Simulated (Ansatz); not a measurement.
Reaction (homolysis of the Ge–Si bond): `[CH3][GeH]([CH3])[SiH3]` → `[CH3][GeH][CH3]`• + `[SiH3]`•

Isolated molecules relaxed with PBE0-D4/def2-TZVP in Ansatz; ΔE leaves out vibrations. CCSD(T)/CBS adds triple-zeta CCSD(T) − MP2 to the extrapolated MP2 energy (def2 sets, frozen cores). This one scheme is used for every species. Functionals use def2-TZVPP. No spin–orbit coupling; open shells (•) take unrestricted orbitals. For Ge outer-core shells are correlated without core-valence functions, which leaves a few kJ/mol of doubt a bond. Scalar relativity is left out up to krypton.

What is ΔE at CCSD(T)/CBS? (Best estimate.)

Ansatz gave: +3.39 eV.

What do these levels give: PBE-D4, r2SCAN-D4, ωB97M-V, B2PLYP, PBE0, MP2/def2-TZVPP, SCS-MP2/def2-TZVPP, CCSD(T)/def2-TZVPP, HF/def2-QZVPP, SCS-MP2/def2-QZVPP, HF/CBS(def2), MP2/CBS(def2)? (Best estimate.)

Ansatz gave: PBE-D4 3.21, r2SCAN-D4 3.11, ωB97M-V 3.31, B2PLYP 3.16, PBE0 3.15, MP2/def2-TZVPP 3.32, SCS-MP2/def2-TZVPP 3.31, CCSD(T)/def2-TZVPP 3.29, HF/def2-QZVPP 2.32, SCS-MP2/def2-QZVPP 3.37, HF/CBS(def2) 2.32, MP2/CBS(def2) 3.42 eV.

Largest T1 diagnostic among the species: 0.015.

From PBE to PBE0 (25 % exact exchange), in def2-TZVPP and without D4, ΔE moves by +0.03 eV. In def2-TZVPP, CCSD(T) changes the Hartree–Fock value by +0.95 eV (the triples alone add +0.07 eV) and MP2 by +0.99 eV; breaking electron pairs costs correlation energy, which Hartree–Fock lacks.
